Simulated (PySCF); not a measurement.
HF₂S (SMILES F[SH+]F), charge +1, singlet, at a GFN2-xTB geometry; PBE/def2-SVP (PySCF).

PySCF was given this input:
```python
from pyscf import gto, scf, dft

mol = gto.M(
    atom='''
F    -1.18556377   -0.38157431   -0.34101821
S    -0.00424330    0.32563997    0.40895379
F     1.19449632   -0.35897911   -0.33431476
H    -0.01250023    1.45474129   -0.46526390
''',
    basis='def2-svp',
    charge=1,
    verbose=4,
)

mf = dft.RKS(mol)
mf.xc = 'pbe'
mf.kernel()
mo_i, mo_e, stable_i, stable_e = mf.stability(internal=True, external=True, return_status=True, nroots=6, tol=1e-6)
print('internally stable:', stable_i, ' externally stable:', stable_e)
if not stable_e:
    umf = mf.to_uhf() if not hasattr(mf, 'xc') else mf.to_uks()
    umf.scf_summary = {}
    umf.kernel(umf.make_rdm1(mo_e, umf.mo_occ))
mf.analyze()
```

Output, abridged:

```
PySCF version 2.14.0

[INPUT] verbose = 4
[INPUT] num. atoms = 4
[INPUT] num. electrons = 34
[INPUT] charge = 1
[INPUT] spin (= nelec alpha-beta = 2S) = 0
[INPUT] symmetry False subgroup None
[INPUT] Mole.unit = angstrom
[INPUT] Symbol           X                Y                Z      unit          X                Y                Z       unit  Magmom
[INPUT]  1 F     -1.185563770000  -0.381574310000  -0.341018210000 AA   -2.240390828507  -0.721070942070  -0.644431020389 Bohr   0.0
[INPUT]  2 S     -0.004243300000   0.325639970000   0.408953790000 AA   -0.008018674864   0.615370358512   0.772810660703 Bohr   0.0
[INPUT]  3 F      1.194496320000  -0.358979110000  -0.334314760000 AA    2.257270901601  -0.678372202340  -0.631763335800 Bohr   0.0
[INPUT]  4 H     -0.012500230000   1.454741290000  -0.465263900000 AA   -0.023622011194   2.749062620196  -0.879221346647 Bohr   0.0

nuclear repulsion = 125.507461342653
number of shells = 23
number of NR pGTOs = 91
number of NR cGTOs = 51
basis = def2-svp
ecp = {}

******** <class 'pyscf.dft.rks.RKS'> ********
method = RKS
initial guess = minao
damping factor = 0
level_shift factor = 0
DIIS = <class 'pyscf.scf.diis.CDIIS'>
diis_start_cycle = 1
diis_space = 8
diis_damp = 0
SCF conv_tol = 1e-09
SCF conv_tol_grad = None
SCF max_cycles = 50
direct_scf = True
direct_scf_tol = 1e-13
XC library pyscf.dft.libxc version 7.1.2
    S. Lehtola, C. Steigemann, M. J. T. Oliveira, and M. A. L. Marques,  SoftwareX 7, 1–5 (2018)
XC functionals = pbe
    J. P. Perdew, K. Burke, and M. Ernzerhof,  Phys. Rev. Lett. 77, 3865 (1996)
    J. P. Perdew, K. Burke, and M. Ernzerhof,  Phys. Rev. Lett. 78, 1396 (1997)
    J. P. Perdew, K. Burke, and M. Ernzerhof,  Phys. Rev. Lett. 77, 3865 (1996)
    J. P. Perdew, K. Burke, and M. Ernzerhof,  Phys. Rev. Lett. 78, 1396 (1997)
radial grids:
    Treutler-Ahlrichs [JCP 102, 346 (1995); DOI:10.1063/1.469408] (M4) radial grids

becke partition: Becke, JCP 88, 2547 (1988); DOI:10.1063/1.454033
pruning grids: <function nwchem_prune>
grids dens level: 3
symmetrized grids: False
atomic radii adjust function: <function treutler_atomic_radii_adjust>
small_rho_cutoff = 0
Set gradient conv threshold to 3.16228e-05
Initial guess from minao.
tot grids = 57216
init E= -598.196722689741
cycle= 1 E= -597.293785001639  delta_E= 0.903  |g|= 0.803  |ddm|= 2.22
cycle= 2 E= -596.572968237645  delta_E= 0.721  |g|= 2.14  |ddm|= 2.11
cycle= 3 E= -597.425776523368  delta_E= -0.853  |g|= 0.121  |ddm|= 1.46
cycle= 4 E= -597.428443529159  delta_E= -0.00267  |g|= 0.0588  |ddm|=  0.2
cycle= 5 E= -597.429254419438  delta_E= -0.000811  |g|= 0.0106  |ddm|= 0.0733
cycle= 6 E= -597.429293105335  delta_E= -3.87e-05  |g|= 0.00146  |ddm|= 0.014
cycle= 7 E= -597.429293666083  delta_E= -5.61e-07  |g|= 0.000169  |ddm|= 0.0016
cycle= 8 E= -597.429293671509  delta_E= -5.43e-09  |g|= 6.32e-05  |ddm|= 0.000188
cycle= 9 E= -597.429293671944  delta_E= -4.34e-10  |g|= 4.76e-05  |ddm|= 7.38e-05
cycle= 10 E= -597.429293672353  delta_E= -4.09e-10  |g|= 5.58e-06  |ddm|= 3.69e-05
Extra cycle  E= -597.429293672334  delta_E= 1.86e-11  |g|= 1.19e-05  |ddm|= 1.39e-05
converged SCF energy = -597.429293672334
rhf_internal: lowest eigs of H = [0.92112873 1.04362799 1.17219821 1.18264286 1.22070767 1.25790283]
<class 'pyscf.dft.rks.RKS'> wavefunction is stable in the internal stability analysis

WARN: QR decomposition removed 1 vectors.

WARN: QR decomposition removed 1 vectors.

rhf_real2complex: lowest eigs of H = [3.80885458e-15 2.13351377e-01 2.70454046e-01 2.83062682e-01
 2.88568797e-01 2.88816152e-01]
<class 'pyscf.dft.rks.RKS'> wavefunction is stable in the real -> complex stability analysis
rhf_external: lowest eigs of H = [0.15966522 0.16809933 0.24480234 0.24682658 0.25741858 0.26008911]
<class 'pyscf.dft.rks.RKS'> wavefunction is stable in the RHF/RKS -> UHF/UKS stability analysis
internally stable: True  externally stable: True
**** SCF Summaries ****
Total Energy =                        -597.429293672333984
Nuclear Repulsion Energy =             125.507461342652874
One-electron Energy =                -1066.274166948534003
Two-electron Energy =                  343.337411933547230
Two-electron Coulomb Energy =          389.596055735722871
DFT Exchange-Correlation Energy =      -46.258643802175655
**** MO energy ****
MO #1   energy= -88.5421433407245  occ= 2
MO #2   energy= -24.6030723611092  occ= 2
MO #3   energy= -24.6029057848994  occ= 2
MO #4   energy= -8.17009513340605  occ= 2
MO #5   energy= -6.20019332360785  occ= 2
MO #6   energy= -6.19619323279041  occ= 2
MO #7   energy= -6.18681430900882  occ= 2
MO #8   energy= -1.46467636605543  occ= 2
MO #9   energy= -1.4081273184617   occ= 2
MO #10  energy= -1.00273265363347  occ= 2
MO #11  energy= -0.807660397081519 occ= 2
MO #12  energy= -0.803776136051431 occ= 2
MO #13  energy= -0.761159843912922 occ= 2
MO #14  energy= -0.685051077922574 occ= 2
MO #15  energy= -0.679544363987606 occ= 2
MO #16  energy= -0.666936046811221 occ= 2
MO #17  energy= -0.598020129422939 occ= 2
MO #18  energy= -0.396484705024064 occ= 0
MO #19  energy= -0.378122430873809 occ= 0
MO #20  energy= -0.278031923379054 occ= 0
MO #21  energy= 0.0630731583269868 occ= 0
MO #22  energy= 0.0826744231624956 occ= 0
MO #23  energy= 0.169049745515371  occ= 0
MO #24  energy= 0.169402416740267  occ= 0
MO #25  energy= 0.212019800275001  occ= 0
 ** Mulliken pop on meta-lowdin orthogonal AOs  **
 ** Mulliken pop  **
 ** Mulliken atomic charges  **
charge of    0F =     -0.23578
charge of    1S =      1.28960
charge of    2F =     -0.23577
charge of    3H =      0.18195

WARN: System has nonzero charge 1; the dipole moment is origin-dependent.
Location of origin: [0. 0. 0.]

Dipole moment(X, Y, Z, Debye): -0.03079,  2.92168,  1.09387
```
